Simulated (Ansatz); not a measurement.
Consider the ligand exchange at the Al–O bond: `C[O][AlH][CH2]F` + HI → `F[CH2][AlH][I]` + CH₃OH.

Gas-phase electronic energies from Ansatz, PBE0-D4/def2-TZVP geometries. CBS: MP2 limit from def2 TZ/QZ plus the TZ coupled-cluster correction, frozen cores. This one scheme is used for every species. Functionals use def2-TZVPP. B3LYP here is the variant with VWN-RPA as its local correlation; programs differ in this. Elements past krypton have def2 core potentials. For I outer-core shells are correlated without core-valence functions, which leaves a few kJ/mol of doubt a bond. One conformer a species, not always the lowest.

```json
{"level": "PBE-D4", "ΔE (kJ/mol)": "-20.9", "difference from CCSD(T)/CBS": "0.0"}
{"level": "r2SCAN-D4", "ΔE (kJ/mol)": "-17.3", "difference from CCSD(T)/CBS": "3.6"}
{"level": "PBE0-D4", "ΔE (kJ/mol)": "-25.7", "difference from CCSD(T)/CBS": "-4.8"}
{"level": "B3LYP-D4", "ΔE (kJ/mol)": "-9.5", "difference from CCSD(T)/CBS": "11.4"}
{"level": "ωB97X-V", "ΔE (kJ/mol)": "-14.4", "difference from CCSD(T)/CBS": "6.5"}
{"level": "ωB97M-V", "ΔE (kJ/mol)": "-14.9", "difference from CCSD(T)/CBS": "6.0"}
{"level": "B2PLYP", "ΔE (kJ/mol)": "-11.6", "difference from CCSD(T)/CBS": "9.3"}
{"level": "PBE", "ΔE (kJ/mol)": "-21.4", "difference from CCSD(T)/CBS": "-0.5"}
{"level": "r2SCAN", "ΔE (kJ/mol)": "-17.7", "difference from CCSD(T)/CBS": "3.2"}
{"level": "PBE0", "ΔE (kJ/mol)": "-26.1", "difference from CCSD(T)/CBS": "-5.2"}
{"level": "B3LYP", "ΔE (kJ/mol)": "-9.9", "difference from CCSD(T)/CBS": "11.0"}
{"level": "HF/def2-TZVPP", "ΔE (kJ/mol)": "-20.6", "difference from CCSD(T)/CBS": "0.3"}
{"level": "MP2/def2-TZVPP", "ΔE (kJ/mol)": "-19.3", "difference from CCSD(T)/CBS": "1.6"}
{"level": "SCS-MP2/def2-TZVPP", "ΔE (kJ/mol)": "-14.3", "difference from CCSD(T)/CBS": "6.6"}
{"level": "CCSD/def2-TZVPP", "ΔE (kJ/mol)": "-13.3", "difference from CCSD(T)/CBS": "7.6"}
{"level": "CCSD(T)/def2-TZVPP", "ΔE (kJ/mol)": "-13.6", "difference from CCSD(T)/CBS": "7.3"}
{"level": "HF/def2-QZVPP", "ΔE (kJ/mol)": "-19.2", "difference from CCSD(T)/CBS": "1.7"}
{"level": "MP2/def2-QZVPP", "ΔE (kJ/mol)": "-23.0", "difference from CCSD(T)/CBS": "-2.1"}
{"level": "SCS-MP2/def2-QZVPP", "ΔE (kJ/mol)": "-17.9", "difference from CCSD(T)/CBS": "3.0"}
{"level": "HF/CBS(def2)", "ΔE (kJ/mol)": "-19.0", "difference from CCSD(T)/CBS": "1.9"}
{"level": "MP2/CBS(def2)", "ΔE (kJ/mol)": "-26.6", "difference from CCSD(T)/CBS": "-5.7"}
{"level": "CCSD/CBS(def2)", "ΔE (kJ/mol)": "-20.5", "difference from CCSD(T)/CBS": "0.4"}
{"level": "CCSD(T)/CBS", "ΔE (kJ/mol)": "-20.9", "difference from CCSD(T)/CBS": "0"}
```

Largest T1 diagnostic among the species: 0.012.

From PBE to PBE0 (25 % exact exchange), in def2-TZVPP and without D4, ΔE moves by −4.7 kJ/mol.
